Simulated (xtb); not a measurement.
Mo(NH)(S)(Cl)(SH) (ClH2MoNS2), SMILES [NH]=[Mo](=[S])([SH])[Cl], multiplicity 1. All values are semi-empirical tight-binding results from xtb (GFN2-xTB unless named), good for trends rather than for accurate numbers. The structure is a stationary point at GFN2-xTB. The multiplicity is an assumed one; no other spin state was optimised. The structure was generated by enumeration; whether it is a known compound was not checked. Other conformers were not sampled.

For metal compounds this method's bond lengths and energies can be far off.

### Question
Estimate the properties. (Estimate from the structure and the level; the computed values follow.)

### Answer

| Quantity | Result |
|---|---|
| orbital gap | 1.99 eV |
| zero-point energy | 15.2 kcal/mol |
| G − E(el) at 298.15 K (modified RRHO) | -6.5 kcal/mol |
